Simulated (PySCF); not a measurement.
A GIAO shielding run with PySCF 2.14.0 with density-fitted response routines (density fitting, non-relativistic, gas phase) on `C([Si](C)(CF)OC[SiH3])F`, C4H12F2OSi2:

```
$ OMP_NUM_THREADS=1 python probes_run.py task.json out

{"job": {"kind": "nmr", "xc": "PBE0", "basis": "pcSseg-1"}, "charge": 0, "multiplicity": 1}
C     -1.159747    -2.081236    -0.535821
Si    -0.829591    -0.318116     0.098949
C     -1.547471     0.928516    -1.187877
F     -0.867647     0.802769    -2.391073
C     -1.669218     0.003516     1.787371
F     -3.041957    -0.062833     1.637842
O      0.719300     0.017442     0.440078
C      1.849676     0.030255    -0.428483
Si     3.108076     1.214291     0.375927
H     -0.615576    -2.818397     0.049846
H     -2.215223    -2.331631    -0.480205
H     -0.851617    -2.191289    -1.572929
H     -1.425756     1.971956    -0.884523
H     -2.600665     0.756018    -1.415859
H     -1.406891    -0.748847     2.531958
H     -1.451645     0.989490     2.200933
H      1.546379     0.350417    -1.426229
H      2.226769    -0.991447    -0.519301
H      2.491808     2.536501     0.479133
H      4.305201     1.262310    -0.466483
H      3.426875     0.697258     1.706274
```

Hardware: 1 thread of an Arm Neoverse N1, shared host. The job also computes population analyses, field gradients.

**Question.** How large is the calculation?

**Answer.** 90 electrons, 227 basis functions and 1225 auxiliary functions.

**Question.** How long does it take, and how much memory does it need?

**Answer.** 84 s of wall time, with 14 SCF cycles and 4 response iterations; peak memory 1 GiB. Times on a shared host scatter by some tens of per cent.
